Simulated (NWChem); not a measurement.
System: C₂H₄BNO₂; SMILES N#CCB(O)O

Input file for NWChem:

```
start job
memory heap 200 mb stack 900 mb global 1100 mb
geometry units angstroms noautoz
  N      0.366985    -2.575419     0.000000
  C     -0.287885    -1.615091     0.000000
  C     -0.994965    -0.340684     0.000000
  B      0.023578     0.900276     0.000000
  O      1.378242     0.758332     0.000000
  O     -0.531718     2.142521     0.000000
  H     -1.650644    -0.277067    -0.877783
  H     -1.650644    -0.277067     0.877783
  H      1.668173    -0.167887     0.000000
  H      0.153132     2.829709     0.000000
end
basis spherical
  * library def2-tzvp
end
dft
  xc xpbe96 cpbe96
  iterations 150
  semidirect filesize 400000000
  mulliken
end
task dft energy
```

Coordinates come from a B3LYP/6-31G* (spherical d) optimisation.

Question: Give the results of this calculation. (PBE/def2-TZVP.) Quantities: energy (Ha); highest occupied level (eV); orbital gap (eV); dipole (D).

Answer: 
```
Quantity                       Value
---------------------------  -------
energy (Ha)                  -308.54
highest occupied level (eV)    -7.93
orbital gap (eV)                7.36
dipole (D)                      2.89
```
